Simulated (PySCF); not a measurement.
# UHF on Ti⁺ (titanium, charge +1)

Configuration: [Ar] 3d2 4s1, high-spin 4F determinant. Computed with PySCF 2.14 in cc-pVTZ, with no relativity, point nucleus.

```json
{"Total energy": "-848.209898 hartree", "One-electron energy": "-1157.1396 hartree", "Hartree (Coulomb) energy": "349.9091 hartree", "Exchange energy": "-40.9793 hartree", "Kinetic energy": "848.23460 hartree", "⟨S²⟩": "3.7526", "⟨L²⟩": "12.038", "Sum of ⟨r⟩": "17.29 bohr", "Sum of ⟨r²⟩": "29.25 bohr²", "Density at the nucleus (Gaussians lack the cusp)": "7080 bohr⁻³", "Spin density at the nucleus": "2.79 bohr⁻³", "Langevin diamagnetic susceptibility": "-23.2 ×10⁻⁶ cm³/mol", "Time after the integrals": "0.46 s of wall time on 1 thread of Neoverse-V2 (shared host)"}
```

```json
{"shell": "1s α", "electrons": "1", "mean orbital energy (eV)": "-4994.3", "rms radius, mean of both spins (bohr)": "0.0812"}
{"shell": "1s β", "electrons": "1", "mean orbital energy (eV)": "-4994.2", "rms radius, mean of both spins (bohr)": "0.0812"}
{"shell": "2s α", "electrons": "1", "mean orbital energy (eV)": "-590.60", "rms radius, mean of both spins (bohr)": "0.353"}
{"shell": "2s β", "electrons": "1", "mean orbital energy (eV)": "-589.55", "rms radius, mean of both spins (bohr)": "0.353"}
{"shell": "2p α", "electrons": "3", "mean orbital energy (eV)": "-491.76", "rms radius, mean of both spins (bohr)": "0.321"}
{"shell": "2p β", "electrons": "3", "mean orbital energy (eV)": "-490.80", "rms radius, mean of both spins (bohr)": "0.321"}
{"shell": "3s α", "electrons": "1", "mean orbital energy (eV)": "-87.166", "rms radius, mean of both spins (bohr)": "1.09"}
{"shell": "3s β", "electrons": "1", "mean orbital energy (eV)": "-83.328", "rms radius, mean of both spins (bohr)": "1.09"}
{"shell": "3p α", "electrons": "3", "mean orbital energy (eV)": "-58.218", "rms radius, mean of both spins (bohr)": "1.18"}
{"shell": "3p β", "electrons": "3", "mean orbital energy (eV)": "-53.742", "rms radius, mean of both spins (bohr)": "1.18"}
{"shell": "3d α", "electrons": "2", "mean orbital energy (eV)": "-19.418", "rms radius, mean of both spins (bohr)": "1.62"}
{"shell": "4s α", "electrons": "1", "mean orbital energy (eV)": "-12.941", "rms radius, mean of both spins (bohr)": "3.51"}
```
